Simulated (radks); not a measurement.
Results of a calculation; reference values are marked as such.
The strontium ion Sr+, 37 electrons, occupied as [Kr] 5s1 (the NIST ground configuration). Level of theory: Dirac Kohn-Sham, BLYP, spin-unpolarised, spherical densities, finite nucleus; Fermi nuclear charge, rms radius 4.224 fm (a radial shooting solver on a logarithmic mesh with Libxc functionals).

Unscreened Slater integrals over Kohn-Sham orbitals (eV). Large and small components are both included.

integral,value
"F0(5s1/2,5s1/2)",6.3283
"F0(5s1/2,4p3/2)",7.9220
"G1(5s1/2,4p3/2)",0.63309
"F0(5s1/2,4p1/2)",7.9411
"G1(5s1/2,4p1/2)",0.60181
"F0(5s1/2,4s1/2)",8.0455
"G0(5s1/2,4s1/2)",0.36904
"F0(4p3/2,4p3/2)",15.593
"F2(4p3/2,4p3/2)",8.1542
"F0(4p3/2,4p1/2)",15.760
"G2(4p3/2,4p1/2)",8.2325
"F0(4p3/2,4s1/2)",16.691
"G1(4p3/2,4s1/2)",11.133
"F0(4p1/2,4p1/2)",15.935
"F0(4p1/2,4s1/2)",16.903
"G1(4p1/2,4s1/2)",11.388
"F0(4s1/2,4s1/2)",18.087
